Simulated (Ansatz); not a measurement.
A run for Ansatz (a quantum-chemistry and plane-wave program): U-B3LYP/cc-pVTZ on H8 chain, a point of a bond scan (R = 3.600 Å).

Ansatz 0.2 input:
```yaml
crystal:
  periodic: [false, false, false]
  atoms:
    - {symbol: H, position_ang: [0.00000000, 0.00000000, 0.00000000]}
    - {symbol: H, position_ang: [0.00000000, 0.00000000, 3.60000000]}
    - {symbol: H, position_ang: [0.00000000, 0.00000000, 7.20000000]}
    - {symbol: H, position_ang: [0.00000000, 0.00000000, 10.80000000]}
    - {symbol: H, position_ang: [0.00000000, 0.00000000, 14.40000000]}
    - {symbol: H, position_ang: [0.00000000, 0.00000000, 18.00000000]}
    - {symbol: H, position_ang: [0.00000000, 0.00000000, 21.60000000]}
    - {symbol: H, position_ang: [0.00000000, 0.00000000, 25.20000000]}
basis:
  gaussian:
    orbitals: cc-pVTZ
hamiltonian:
  xc: {name: B3LYP}
magnetization: {spin_polarized: true, initial_magnetization: 0}
```

The log:

```
Functional definition: B3LYP
[...]
integrals: 0.01 GiB planned
480 factors; their error is unknown
mean field: 0.17 GiB planned
mean field evaluation 1: about -100.2349 eV, gradient 8.5e-1 eV
mean field evaluation 2: about -99.8472 eV, gradient 5.5e0 eV
mean field evaluation 4: about -100.2733 eV, gradient 1.3e0 eV
mean field evaluation 8: about -100.3065 eV, gradient 7.0e-2 eV
mean field evaluation 16: about -101.4662 eV, gradient 4.3e0 eV
mean field evaluation 32: about -107.0426 eV, gradient 7.6e-1 eV
mean field evaluation 64: about -99.4118 eV, gradient 4.0e0 eV
mean field evaluation 96: about -100.0294 eV, gradient 4.5e-1 eV
mean field evaluation 128: about -109.3593 eV, gradient 4.9e-2 eV
mean field evaluation 160: about -109.3101 eV, gradient 3.2e-1 eV
mean field evaluation 192: about -109.3264 eV, gradient 2.8e-1 eV
mean field evaluation 224: about -109.3116 eV, gradient 4.8e-3 eV
mean field -109.37509779 eV, -4.0194607066 hartree, gradient 7.5e-5 eV, S^2 3.980916; 12 other end points of the search recorded, 0 dependent functions left out
reference -109.37562481 eV, -4.0194800742 hartree; 4, 4 occupied and 108, 108 virtual orbitals, 480 factors
Total energy: -109.37562481 eV, -4.0194800742 hartree
```

Self-consistency was reached. Its determinant has ⟨S²⟩ = 3.98, a mixture of spin states.

Cost: roughly 12 core-seconds.
